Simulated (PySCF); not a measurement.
A mixed set of molecules. The calculation used PySCF 2.14.0, density-fitted response routines, TDDFT wB97X-D/def2-SVPD, vertical, gas phase, core orbitals frozen in the response. Geometries: GFN2-xTB; one conformer of each isolated species. Triplets are in the Tamm–Dancoff approximation.

Task: Rank by computed HOMO energy, highest first.
A. `[H]/N=C/CCO[SiH2]C#C`
B. `C#C[Si@@]1(O)CCCN1`
C. `O=S(=O)(O)C1=NSC=N1`
D. `CN(C)[C@@H]1CC[SiH2]1`

Result: D (-7.94 eV), B (-8.81 eV), A (-9.24 eV), C (-10.75 eV).

| SMILES | HOMO (eV) | LUMO (eV) | S1 (eV) | f (S1) | α (au) | first f ≥ 0.01 (nm) | S1 mainly |
| --- | --- | --- | --- | --- | --- | --- | --- |
| CN(C)[C@@H]1CC[SiH2]1 | -7.94 | 1.87 | 5.74 | 0.030 | 94.0 | 216 | H→L (86%) |
| C#C[Si@@]1(O)CCCN1 | -8.81 | 1.83 | 6.20 | 0.002 | 88.5 | 195 | H-1→L+1 (19%) |
| [H]/N=C/CCO[SiH2]C#C | -9.24 | 1.18 | 5.26 | 0.002 | 92.9 | 167 | H→L+1 (59%) |
| O=S(=O)(O)c1ncsn1 | -10.75 | -0.63 | 5.33 | 0.001 | 81.0 | 209 | H-1→L (81%) |

H and L stand for HOMO and LUMO.
